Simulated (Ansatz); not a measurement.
Consider the substitution at a C–I bond: `F/C(I)=C(/F)I` + HBr → `F/C(Br)=C(/F)I` + HI.

Computed with Ansatz on PBE0-D4/def2-TZVP structures; ΔE is electronic, products minus reactants. CCSD(T)/CBS is the MP2 limit (def2-TZVPP, def2-QZVPP) plus CCSD(T) − MP2 in def2-TZVPP, frozen cores. Double bonds are as drawn, so ΔE can hold a change between cis and trans. Elements past krypton have def2 core potentials. For Br, I outer-core shells are correlated without core-valence functions, which leaves a few kJ/mol of doubt a bond. Scalar relativity is left out up to krypton.

```json
{"species": "`F/C(I)=C(/F)I`", "CCSD/def2-TZVPP energy (Eh)": "-869.71825"}
{"species": "HBr", "CCSD/def2-TZVPP energy (Eh)": "-2573.29970"}
{"species": "`F/C(Br)=C(/F)I`", "CCSD/def2-TZVPP energy (Eh)": "-3145.28699"}
{"species": "HI", "CCSD/def2-TZVPP energy (Eh)": "-297.72800"}
```

(1) Work out ΔE.

Largest T1 diagnostic among the species: 0.011.

## Answers

(1) ΔE = (-3145.28699) + (-297.72800) − (-869.71825) − (-2573.29970) = 0.00296 Eh = +7.8 kJ/mol. CCSD(T)/CBS gives +13.8 kJ/mol.

In def2-TZVPP, CCSD(T) changes the Hartree–Fock value by +5.3 kJ/mol (the triples alone add +1.4 kJ/mol) and MP2 by +8.2 kJ/mol. At CCSD(T), def2-SVP lies −7.4 kJ/mol from the extrapolated value and def2-TZVPP −4.7 kJ/mol.
